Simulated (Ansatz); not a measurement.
Relaxation of C₂H₁₀OSi₂ (15 atoms, charge 0, multiplicity 1), to a largest force component of 0.02 eV/Å in at most 40 steps.

Level of theory: Ansatz, RKS B3LYP-D4/6-31G.

```xyz
15
Properties=species:S:1:pos:R:3
Si 0.000 0.000 0.000
O 0.000 0.000 1.680
Si -1.315 -0.407 2.644
H -2.239 -1.240 1.880
H -0.851 -1.143 3.816
H -1.999 0.809 3.073
C 1.763 0.000 -0.623
H 2.111 -1.046 -0.751
H 1.812 0.528 -1.598
H 2.415 0.519 0.111
C -0.881 1.526 -0.623
H -1.933 1.272 -0.867
H -0.862 2.311 0.162
H -0.370 1.903 -1.534
H -0.688 -1.191 -0.486
```

Task: Where does it end, and by what steps?

Result: The forces met the threshold. The force dipped under the threshold on the way, but the program's further checks kept it going. Limits of this set-up: no polarisation functions. After 17 steps the energy has fallen by 0.460 eV; H4 moved furthest, 0.95 Å.

```json
{"step": "0", "energy less start (eV)": "0.0000", "largest force component (eV/Å)": "1.179", "accepted": "yes"}
{"step": "1", "energy less start (eV)": "-0.2762", "largest force component (eV/Å)": "0.545", "accepted": "yes"}
{"step": "2", "energy less start (eV)": "-0.3501", "largest force component (eV/Å)": "0.281", "accepted": "yes"}
{"step": "3", "energy less start (eV)": "-0.4091", "largest force component (eV/Å)": "0.197", "accepted": "yes"}
{"step": "4", "energy less start (eV)": "-0.4415", "largest force component (eV/Å)": "0.098", "accepted": "yes"}
{"step": "5", "energy less start (eV)": "-0.4401", "largest force component (eV/Å)": "0.377", "accepted": "no"}
{"step": "6", "energy less start (eV)": "-0.4495", "largest force component (eV/Å)": "0.133", "accepted": "yes"}
{"step": "7", "energy less start (eV)": "-0.4516", "largest force component (eV/Å)": "0.165", "accepted": "yes"}
{"step": "8", "energy less start (eV)": "-0.4573", "largest force component (eV/Å)": "0.079", "accepted": "yes"}
{"step": "9", "energy less start (eV)": "-0.4581", "largest force component (eV/Å)": "0.006", "accepted": "yes"}
{"step": "10", "energy less start (eV)": "-0.4587", "largest force component (eV/Å)": "0.136", "accepted": "yes"}
{"step": "11", "energy less start (eV)": "-0.4590", "largest force component (eV/Å)": "0.038", "accepted": "yes"}
{"step": "12", "energy less start (eV)": "-0.4592", "largest force component (eV/Å)": "0.021", "accepted": "yes"}
{"step": "13", "energy less start (eV)": "-0.4595", "largest force component (eV/Å)": "0.021", "accepted": "yes"}
{"step": "14", "energy less start (eV)": "-0.4596", "largest force component (eV/Å)": "0.044", "accepted": "yes"}
{"step": "15", "energy less start (eV)": "-0.4597", "largest force component (eV/Å)": "0.028", "accepted": "yes"}
{"step": "16", "energy less start (eV)": "-0.4599", "largest force component (eV/Å)": "0.004", "accepted": "yes"}
{"step": "17", "energy less start (eV)": "-0.4600", "largest force component (eV/Å)": "0.017", "accepted": "yes"}
```

```xyz
15
Properties=species:S:1:pos:R:3
Si -0.182 0.054 -0.315
O -0.704 -0.206 1.277
Si -1.301 -0.622 2.797
H -2.316 -1.730 2.685
H -0.181 -1.088 3.689
H -1.962 0.569 3.436
C 1.718 -0.018 -0.371
H 2.084 -0.986 -0.013
H 2.080 0.131 -1.395
H 2.149 0.765 0.264
C -0.819 1.745 -0.908
H -1.912 1.787 -0.868
H -0.423 2.545 -0.273
H -0.504 1.937 -1.941
H -0.761 -1.043 -1.179
```

Whether the end is a true minimum wasn't checked by a vibrational analysis.

Time of the run: 91 s on 1 thread of Arm Neoverse V2, on a shared host, peak memory 0.17 GiB.
